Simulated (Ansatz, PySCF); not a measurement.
C₃H₄F₂O, SMILES CC(=O)C(F)F.

The structure is a stationary point at B3LYP-D3(BJ)/def2-SVP. The values are those of a single conformer.

Vertical ionisation energy (IE) and electron affinity (EA) in eV. Rows of orbital energies are one-electron estimates. Where ΔSCF, EOM or ADC give a negative EA the extra electron is unbound and the value depends on the basis.

```json
[
 {"level": "−ε(HOMO), −ε(LUMO), ωB97X/def2-TZVP (PySCF)", "IE": "10.45", "EA": "-1.00"},
 {"level": "−ε(HOMO), −ε(LUMO), PBE/def2-TZVP (PySCF)", "IE": "6.29", "EA": "2.55"},
 {"level": "ΔSCF, PBE0/def2-SVPD (Ansatz), final states of multiplicity 2 and 2", "IE": "…", "EA": "…"},
 {"level": "ΔSCF, PBE/def2-SVPD (Ansatz), final states of multiplicity 2 and 2", "IE": "10.08", "EA": "-0.68"}
]
```

Complete the blanks. (Estimate from the structure and the level; the computed values follow.)


- ΔSCF, PBE0/def2-SVPD (Ansatz, an electronic-structure program), final states of multiplicity 2 and 2, IE: 10.44
- ΔSCF, PBE0/def2-SVPD (Ansatz), final states of multiplicity 2 and 2, EA: -0.68

What vertical singlet–triplet gap does ΔSCF give with PBE0/def2-SVPD (Ansatz) and with PBE/def2-SVPD (Ansatz)? (The exact figures need the calculation; the answer reports its results.)

3.54 and 3.49 eV (triplet above singlet where positive).
